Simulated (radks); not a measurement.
Ne III, configuration [He] 2s1 2p5 (not the ground configuration).

All-electron calculation, Dirac Kohn-Sham, LDA (Slater exchange, Perdew-Wang correlation), spin-unpolarised, spherical densities, finite nucleus; open shells are shared between the two j in proportion to 2j + 1; Fermi nuclear charge, rms radius 3.0055 fm. Program: a radial shooting solver on a logarithmic mesh with Libxc functionals.

Energy parts (hartree):
| part | energy |
|---|---|
| total | -125.10801 |
| kinetic | 124.97301 |
| electron-nucleus | -290.87117 |
| Hartree | 51.20055 |
| exchange-correlation | -10.41040 |

Orbitals (lengths in bohr, moments of r in powers of bohr; r(90%) holds 90 % of the orbital's charge):
orbital     occ.  eigenvalue (hartree)    <r^2>  r(90%)  small-component weight
1s1/2          2             -32.17328  0.03390   0.284                1.22e-03
2s1/2          1              -2.84998   0.8351    1.32                1.60e-04
2p1/2    1.66667              -2.01177   0.8406    1.38                1.44e-04
2p3/2    3.33333              -2.00684   0.8438    1.38                1.44e-04
3s1/2          0              -0.59678    8.593    4.08                2.88e-05
3p1/2          0              -0.44194    11.48    4.77                2.31e-05
3p3/2          0              -0.44142    11.51    4.77                2.31e-05

The highest occupied level is 2p3/2 at -54.609 eV. The electron density at the nucleus is 625.9 e/bohr^3.
